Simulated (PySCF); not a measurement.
Ar⁺ (argon, charge +1): UHF calculation

Configuration: [Ne] 3s1 3p6, 2S determinant (an excited configuration). Computed with PySCF 2.14 in def2-QZVPPD (10s7p5d2f1g, 79 functions), with no relativity, point nucleus.

- Total energy: -525.601409 hartree
- One-electron energy: -718.0948 hartree
- Hartree (Coulomb) energy: 222.0969 hartree
- Exchange energy: -29.6035 hartree
- Kinetic energy: 525.58435 hartree
- ⟨S²⟩: 0.7601
- ⟨L²⟩: 0.000
- Sum of ⟨r⟩: 13.98 bohr
- Sum of ⟨r²⟩: 20.87 bohr²
- Density at the nucleus (Gaussians lack the cusp): 3800 bohr⁻³
- Spin density at the nucleus: 16.7 bohr⁻³
- Langevin diamagnetic susceptibility: -16.5 ×10⁻⁶ cm³/mol

| shell | electrons | mean orbital energy (hartree) | rms radius, mean of both spins (bohr) |
| --- | --- | --- | --- |
| 1s α | 1 | -119.21481 | 0.0998 |
| 1s β | 1 | -119.18171 | 0.0998 |
| 2s α | 1 | -12.91424 | 0.449 |
| 2s β | 1 | -12.85762 | 0.449 |
| 2p α | 3 | -10.16644 | 0.417 |
| 2p β | 3 | -10.13812 | 0.417 |
| 3s α | 1 | -1.82840 | 1.46 |
| 3p α | 3 | -1.10919 | 1.70 |
| 3p β | 3 | -0.95665 | 1.70 |
